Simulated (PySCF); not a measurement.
**Zn (zinc, neutral) across methods**

[Ar] 3d9 4s2 4p1, one real determinant (an excited configuration). Computed with PySCF 2.14 in aug-cc-pVTZ-PP with one added diffuse shell each of s, p, d, f, g type with ECP10MDF (7s7p6d4f3g, 113 functions), with a scalar-relativistic core potential.

```
 method  E (hartree)  mean ε 4s α (eV)  mean ε 4s β (eV)  mean ε 4p α (eV)  Σ⟨r²⟩ (bohr²)   ⟨S²⟩
    LDA    -226.3022            -9.088            -8.364            -3.043          39.96  2.001
    UHF   -225.63881           -12.377           -10.398            -5.950          40.75  2.010
   PBE0    -226.6652            -9.895            -8.853            -3.899          39.93  2.005
    PBE    -226.7108            -8.832            -8.049            -3.056          40.22  2.003
 r2SCAN    -226.6114            -9.132            -8.262            -3.322          39.47  2.007
    M06    -226.7664            -9.979            -9.279            -3.576          39.83  2.002
LC-wPBE    -226.7389           -12.725           -11.348            -6.228          39.20  2.008
wB97X-V    -226.6624           -12.255           -11.138            -5.762          39.81  2.004
```

⟨L²⟩ = 8.01 against 12 for a pure F term, so this real determinant mixes terms. Energies and moments cover only the electrons outside the core potential.
